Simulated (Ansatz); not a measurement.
`Cl[SiH2][SiH2][GeH3]` + NH₃ → `N[SiH2][SiH2]Cl` + GeH₄  (cleavage of the Si–Ge bond)

Program: Ansatz. Geometries: PBE0-D4/def2-TZVP. ΔE: electronic, gas phase. CCSD(T)/CBS adds triple-zeta CCSD(T) − MP2 to the extrapolated MP2 energy (def2 sets, frozen cores). This one scheme is used for every species. Functionals use def2-TZVPP. B3LYP here is the variant with VWN-RPA as its local correlation; programs differ in this. For Ge outer-core shells are correlated without core-valence functions, which leaves a few kJ/mol of doubt a bond. Scalar relativity is left out up to krypton. One conformer a species, not always the lowest.

`Cl[SiH2][SiH2][GeH3]`:

Cartesian coordinates in Å:
```
Cl 1.023 -2.025 -1.726
Si 0.046 -1.947 0.093
Si 0.327 0.199 0.970
Ge -0.355 1.808 -0.647
H -1.389 -2.242 -0.155
H 0.615 -3.012 0.957
H -0.493 0.331 2.207
H 1.759 0.399 1.324
H 0.552 1.731 -1.884
H -1.805 1.531 -1.077
H -0.279 3.227 -0.061
```

NH₃:

Cartesian coordinates in Å:
```
N 0.110 -0.074 -0.248
H 0.787 0.402 0.335
H -0.679 0.550 -0.360
H -0.218 -0.878 0.273
```

`N[SiH2][SiH2]Cl`:

Z-matrix (Å, degrees):
```
Si
Si 1 2.342
N 1 1.718 2 105.7
H 1 1.495 2 108.2 3 -125.3
H 1 1.488 2 110.9 3 117.7
Cl 2 2.076 1 106.4 3 45.5
H 2 1.485 1 113.6 3 163.4
H 2 1.485 1 113.3 3 -71.8
H 3 1.008 1 118.9 2 -45.8
H 3 1.007 1 120.6 2 170.4
```

GeH₄:

```xyz
5

Ge    0.000    0.000    0.000
H    -0.882   -0.219   -1.236
H    -0.853    0.564    1.143
H     1.119    0.992   -0.341
H     0.616   -1.337    0.433
```

**Question.** Is it downhill or uphill in electronic energy at CCSD(T)/CBS, and by how much? (Best estimate.)

**Answer.** The calculation gave: Downhill: ΔE = -3.2 kcal/mol.

**Question.** What do these levels give: B3LYP-D4, ωB97M-V, B2PLYP, SCS-MP2/def2-TZVPP, HF/def2-QZVPP, CCSD/CBS(def2)? (Estimate.)

**Answer.** The calculation gave: B3LYP-D4 -4.1, ωB97M-V -4.7, B2PLYP -4.9, SCS-MP2/def2-TZVPP -5.3, HF/def2-QZVPP -9.0, CCSD/CBS(def2) -3.9 kcal/mol.

Largest T1 diagnostic among the species: 0.012.

The D4 term adds +0.9 kcal/mol with B3LYP and +0.5 kcal/mol with PBE0; it sums over pairs of atoms, weighted by their polarisabilities, and B3LYP, whose exchange is more repulsive, gets the larger term. From PBE to PBE0 (25 % exact exchange), in def2-TZVPP and without D4, ΔE moves by −0.9 kcal/mol. In def2-TZVPP, CCSD(T) changes the Hartree–Fock value by +5.2 kcal/mol (the triples alone add +0.7 kcal/mol) and MP2 by +4.5 kcal/mol.
